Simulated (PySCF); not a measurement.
C7H10NOP.
Atom-mapped SMILES: `[CH3:1][CH2:2][P@H:3](=[O:4])[c:5]1[cH:6][cH:7][n:8][cH:9][cH:10]1` (hydrogens: H11, H12, H13 on C1; H14, H15 on C2; H16 on P3; H17 on C6; H18 on C7; H19 on C9; H20 on C10)

Computed by this run: PySCF 2.14.0, PBE0-D3(BJ)/def2-SVP geometry optimisation, gas phase; density fitting, grid level 1; the optimiser is geomeTRIC in internal coordinates, started from a GFN2-xTB structure with every atom displaced at random (about 0.01 Å).

At the end of the run (lengths in Å): C1–H13 1.100, C9–H19 1.096, P3=O4 1.496, P3–C5 1.823, C6–C7 1.396, C2–P3 1.820, C1–H11 1.100, O4–P3–C5 112.5°, C1–C2–P3 111.3°, C2–P3–O4 115.1°, P3–C5–C10 124.1°, C1–C2–P3–O4 54°, C2–P3–C5–C6 124°, H16–P3–C5–C6 -129°, H14–C2–P3–O4 -67°.

Question: These geometries were met on the way; a selection of coordinates is given. Order them by energy above the end point, lowest first.
A. C1–H13 1.045, C9–H19 1.068, P3=O4 1.472, P3–C5 1.800, C6–C7 1.373, C2–P3 1.842, C1–H11 1.079, O4–P3–C5 116.2°, C1–C2–P3 108.1°, C2–P3–O4 112.5°, P3–C5–C10 121.7°, C1–C2–P3–O4 58°, C2–P3–C5–C6 115°, H16–P3–C5–C6 -137°, H14–C2–P3–O4 -61°
B. C1–H13 1.096, C9–H19 1.095, P3=O4 1.496, P3–C5 1.823, C6–C7 1.396, C2–P3 1.821, C1–H11 1.100, O4–P3–C5 112.3°, C1–C2–P3 111.3°, C2–P3–O4 115.1°, P3–C5–C10 124.0°, C1–C2–P3–O4 55°, C2–P3–C5–C6 119°, H16–P3–C5–C6 -134°, H14–C2–P3–O4 -66°
C. C1–H13 1.115, C9–H19 1.101, P3=O4 1.496, P3–C5 1.820, C6–C7 1.398, C2–P3 1.822, C1–H11 1.100, O4–P3–C5 114.0°, C1–C2–P3 111.4°, C2–P3–O4 114.2°, P3–C5–C10 123.0°, C1–C2–P3–O4 55°, C2–P3–C5–C6 115°, H16–P3–C5–C6 -138°, H14–C2–P3–O4 -65°

Answer: B (0.003 eV), C (0.016 eV), A (0.225 eV).

```
step  E above end (eV)  rms distance from the end, all atoms (Å)  largest force (eV/Å)  rms shift of all bonds from the end (Å)
   4             0.003                                     0.069                 0.139                                    0.001
   1             0.016                                     0.123                 0.613                                    0.004
   0             0.225                                     0.142                 2.536                                    0.021
```

Rows stand in the order of the answer.
